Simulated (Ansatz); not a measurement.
C₂H₅AlClNO. The species carries charge 0 and has multiplicity 1. The bonds changed during the relaxation, so this is another structure than the one it started from.

```xyz
11

N    -0.743    0.888   -0.278
C    -0.332    0.623    0.894
C     0.505   -0.616    1.013
Cl    2.132    0.191    1.506
O     0.557   -1.293   -0.113
Al   -0.123   -0.505   -1.581
H    -1.265    1.748   -0.395
H    -0.527    1.248    1.763
H     0.272   -1.210    1.901
H    -1.400   -1.258   -2.152
H     0.923    0.184   -2.558
```

**Question.** List the harmonic frequencies (cm⁻¹, unscaled) at PBE0-D4/def2-TZVP in Ansatz. (An estimate is asked.)

**Answer.** The calculation gave: 85, 165, 301, 350, 401, 451, 496, 545, 604, 642, 658, 774, 798, 826, 958, 1070, 1161, 1194, 1312, 1378, 1434, 1706, 1906, 1916, 3076, 3174, 3582.

**Question.** Is this a minimum?

**Answer.** Yes, all 27 modes are real.

**Question.** Give the ideal-gas thermochemistry at 298.15 K and 1 bar (rigid rotor, harmonic oscillator; point group C1, symmetry number 1).

**Answer.** Zero-point energy 185.2 kJ/mol; H(298) − E = 205.5 kJ/mol; entropy 343.5 J/(mol·K), of which translation 168.7, rotation 116.3, vibration 58.4; G(298) − E = 103.1 kJ/mol. Modes under 100 cm⁻¹ are hindered rotations or soft bends, so the harmonic entropy is rough.
